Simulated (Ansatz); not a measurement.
Born–Oppenheimer molecular dynamics of Cl4Ge (5 atoms, charge 0, multiplicity 1). It starts from a relaxed structure.

Theory: RKS PBE/def2-SVP (Ansatz 0.2.0).

```yaml
ensemble: NVE (velocity Verlet)
time_step: 2 fs
steps_asked: 250
starting_velocities_drawn_for: 300 K
seed: 433827
```

First frame:

```xyz
5
Properties=species:S:1:pos:R:3
Ge 0.001 0.000 0.000
Cl 0.000 0.000 2.148
Cl 2.026 0.000 -0.715
Cl -1.012 1.754 -0.716
Cl -1.012 -1.754 -0.716
```

(1) How far do the bonds stretch over the last three quarters of this one trajectory? (Pairs bonded in most of those frames.)

## Answers

(1) 
```json
{"bond": "Ge1–Cl2", "mean (Å)": "2.151", "spread (Å)": "0.015", "shortest": "2.13", "longest": "2.17"}
{"bond": "Ge1–Cl3", "mean (Å)": "2.151", "spread (Å)": "0.017", "shortest": "2.12", "longest": "2.18"}
{"bond": "Ge1–Cl4", "mean (Å)": "2.151", "spread (Å)": "0.016", "shortest": "2.12", "longest": "2.18"}
{"bond": "Ge1–Cl5", "mean (Å)": "2.152", "spread (Å)": "0.016", "shortest": "2.13", "longest": "2.18"}
```

Mean temperature of the second half: 140 K. The conserved energy stayed within 0.035 meV per atom of its start (net change 0.0072 meV per atom), so the integration is sound. Over the second half the temperature averaged 0.47 of the 300 K drawn at the start: a run that starts near a minimum puts about half its kinetic energy into the potential. A run of 0.5 ps of so small a system gives no equilibrium averages.

Run time: 7.1 min on 2 threads of Arm Neoverse V1 (shared host), peak memory 0.17 GiB.
